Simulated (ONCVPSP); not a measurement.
## aluminium (Al): excitation energies, all-electron against ONCV

| Property | Result |
| --- | --- |
| Element | aluminium |
| Generator | ONCVPSP 4.0.1 |
| Type | optimised norm-conserving Vanderbilt (ONCV) |
| Functional | PBE |
| Relativity | scalar-relativistic |
| Frozen core | [Ne] |
| Valence charge | 3 |
| Reference configuration | 3s2 3p0.5 (charge +0.5) |
| Partial waves | 3s: rc 1.70 bohr, ncon 4, nbas 8, qcut 4.6 1/bohr, 2 projectors, debl 0.8 Ha; 3p: rc 1.80 bohr, ncon 4, nbas 9, qcut 4.9 1/bohr, 2 projectors, debl 2.4 Ha; d scattering state at 0.3 Ha: rc 1.60 bohr, ncon 4, nbas 9, qcut 5.4 1/bohr, 2 projectors, debl 3.4 Ha |
| Local potential | polynomial inside 1.40 bohr (lpopt 4, dvloc0 -1 Ha) |
| Core correction | Teter function, fcfact 4, rcfact 1.5 |

Energies are relative to the spin-unpolarised reference configuration 3s2 3p0.5; without spin polarisation the order of configurations can differ from experiment.

| valence configuration | charge | ΔE all-electron (eV) | error AE − PS (meV) |
| --- | --- | --- | --- |
| 3s2 3p1 | 0 | -2.086 | +0.3 |
| 3s2 3p0 | +1 | 3.676 | -0.4 |
| 3s1 3p2 | 0 | 3.054 | -3.0 |

**Question.** What are ΔE and the potential's error for 3s1 3p0?

**Answer.** ΔE = 22.901 eV all-electron; the error (AE − PS) is -25 meV.

Note: ghosts flagged at negative energy: s at -83.7 eV; no localised positive-energy state flagged. A true bound ghost makes a file unfit for plane-wave use.
